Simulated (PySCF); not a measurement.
# How methods differ on the excitation energy of Co⁺

Co⁺ [Ar] 3d8 (3F) → Co⁺ [Ar] 3d7 4s1 (5F), as a difference of total energies. Computed with PySCF 2.14 in x2c-TZVPPall (6s5p4d2f1g, 64 functions), with the spin-free X2C one-electron Hamiltonian (Gaussian nucleus). Correlated levels: valence: [Ar] frozen; valence and next inner shell: [Ne] frozen. The calculations carry no spin-orbit coupling.

```csv
method,excitation energy (cm⁻¹)
UHF,-12116
LDA,5964.3
PBE,4464.2
PBE0,1797.9
r2SCAN,1621.2
CAM-B3LYP,3330.0
r2SCAN0,-253.12
BLYP,4768.7
MP2 (valence),4025.7
SCS-MP2 (valence),4828.2
MP2 (valence and next inner shell),7634.6
```

Task: Estimate what SCS-MP2 (valence and next inner shell) gives.

Result: 6938.0 cm⁻¹, closest to MP2 (valence and next inner shell) among the rows shown.

Task: Estimate what MN15 gives.

Result: 9664.6 cm⁻¹, closest to MP2 (valence and next inner shell) among the rows shown.

Errors of the correlated levels include the incompleteness of this basis and the frozen core.

The basis was made for the ground configuration and has no added diffuse functions, so the excitation energy can come out too high.

For comparison: 3457.5 cm⁻¹ (measured; NIST levels, between the centres of gravity of the two terms).
